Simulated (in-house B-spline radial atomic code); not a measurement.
Values are calculated unless marked as measured or tabulated.
Ghost states of the separable form: F

F, [He] 2s2 2p5, non-relativistic LDA (VWN5), spherical and spin-unpolarised, from a B-spline radial code for spherical atoms (atomic units; all potentials screened as in the neutral atom).

Troullier-Martins channels: 2s (ε = -1.0869, r_c = 0.668 bohr), 2p (ε = -0.4156, r_c = 0.901 bohr). In the Kleinman-Bylander form one channel serves as the local potential, and each other channel l becomes |δV u><u δV|/<u|δV|u>, with δV = V_l − V_local and u the pseudo-orbital. Its strength is E_KB = <u|δV²|u>/<u|δV|u>. By the analysis of Gonze, Stumpf and Scheffler a spurious state lies below the reference level ε if E_KB > 0 and ε is above the second level of the local potential alone, or if E_KB < 0 and ε is above its first. The table's levels are those of angular momentum l in a sphere of 9 bohr, whose wall can lift a shallow ε a little above its free-atom value.

```tsv
local	channel	<u δV u>	<u δV² u>	ε	first local level	second local level
p	s	1.1256	17.291	-1.0869	-6.6748	-0.1489
s	p	-1.7292	26.779	-0.4156	-0.0178	0.1562
```

**Question.** Apply the rule to each row.

**Answer.** Local p, channel s: E_KB = +15.4, so ε = -1.0869 is set against -0.1489: no ghost. Local s, channel p: E_KB = -15.5, so ε = -0.4156 is set against -0.0178: no ghost.

Diagonalising the separable Hamiltonian gives:

```
local  channel      three lowest levels  all-electron, two lowest valence levels
    p        s  -1.0869, 0.0227, 0.2503                          -1.0869, 0.0227
    s        p  -0.4156, 0.0908, 0.3352                          -0.4156, 0.0908
```

**Question.** Which choices of local channel are safe?

**Answer.** All are free of ghosts. Among the safe choices the second level, which tests transfer, is off by at most 0.0 millihartree (s local), 0.0 millihartree (p local).
